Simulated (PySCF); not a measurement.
Species: `Cc1cccc([C@H](C)C#N)c1`. The columns A, B, C and D hold Mulliken, IAO, Hirshfeld and ESP-fitted charges (e) of one PBE0/pcSseg-1 density (PySCF), in a shuffled order. Coordinates in Å (GFN2-xTB); the density's dipole moment is (0.95, 2.78, 2.54) D.

```
atom       x       y       z       A       B       C       D
  C1   2.727  -1.306   0.467  -0.427  -0.582  -0.120  -0.114
  C2   1.714  -0.244   0.164  +0.027  +0.368  -0.344  +0.015
  C3   2.090   1.088   0.045  -0.162  -0.311  -0.013  -0.053
  C4   1.155   2.059  -0.265  -0.144  -0.102  -0.062  -0.047
  C5  -0.171   1.713  -0.459  -0.169  -0.244  -0.019  -0.057
  C6  -0.564   0.387  -0.339  +0.010  +0.009  -0.236  +0.007
  C7  -2.018   0.002  -0.507  -0.141  +0.164  -0.257  +0.002
  C8  -2.672  -0.250   0.860  -0.405  -0.375  -0.163  -0.106
  C9  -2.123  -1.183  -1.327  +0.141  +0.279  +0.143  +0.087
 N10  -2.203  -2.126  -1.969  -0.254  -0.458  -0.249  -0.232
 C11   0.381  -0.580  -0.029  -0.167  -0.319  +0.100  -0.053
 H12   2.295  -2.089   1.085  +0.151  +0.156  +0.124  +0.049
 H13   3.590  -0.886   0.978  +0.148  +0.159  +0.118  +0.047
 H14   3.070  -1.762  -0.461  +0.160  +0.170  +0.143  +0.050
 H15   3.124   1.366   0.192  +0.149  +0.171  +0.069  +0.049
 H16   1.459   3.091  -0.357  +0.155  +0.148  +0.090  +0.052
 H17  -0.899   2.474  -0.701  +0.147  +0.159  +0.067  +0.048
 H18  -2.555   0.809  -1.021  +0.172  +0.063  +0.156  +0.064
 H19  -2.154  -1.050   1.386  +0.152  +0.116  +0.127  +0.047
 H20  -3.716  -0.531   0.739  +0.152  +0.116  +0.130  +0.049
 H21  -2.617   0.654   1.462  +0.153  +0.119  +0.129  +0.048
 H22   0.077  -1.614   0.055  +0.149  +0.194  +0.067  +0.046
```

Question: Which column most likely holds the ESP-fitted charges?

Answer: B. Σ q r misses the density's dipole by 0.01 D (B), 0.81 D (A), 1.15 D (D), 2.32 D (C). Charges fitted to the outside potential are the only set here that is tied to the molecule's multipoles.

Question: And the Hirshfeld charges?

Answer: D. The mean sizes are 0.060 e (D), 0.133 e (C), 0.170 e (A), 0.217 e (B), and Hirshfeld charges are commonly the smallest of these schemes.

As computed, A = IAO, B = ESP-fitted, C = Mulliken, D = Hirshfeld. Hydrogens on carbon: IAO +0.15 to +0.17, ESP-fitted +0.06 to +0.19, Mulliken +0.07 to +0.16, Hirshfeld +0.05 to +0.06 e.

The ESP scheme fits charges at the nuclei, held to the total charge, to the electrostatic potential on points at 1.4 to 2.0 times the van der Waals radii. The IAO scheme projects the occupied orbitals on a minimal set of polarised atomic orbitals and counts the electrons in each atom's part of it.

The structure is a single GFN2-xTB conformer in the gas phase; no vibrational or solvent corrections.

The values belong to the conformer `[CH3:1][c:2]1[cH:3][cH:4][cH:5][c:6]([C@H:7]([CH3:8])[C:9]#[N:10])[cH:11]1`: C5–C6–C7–C8 -103°.
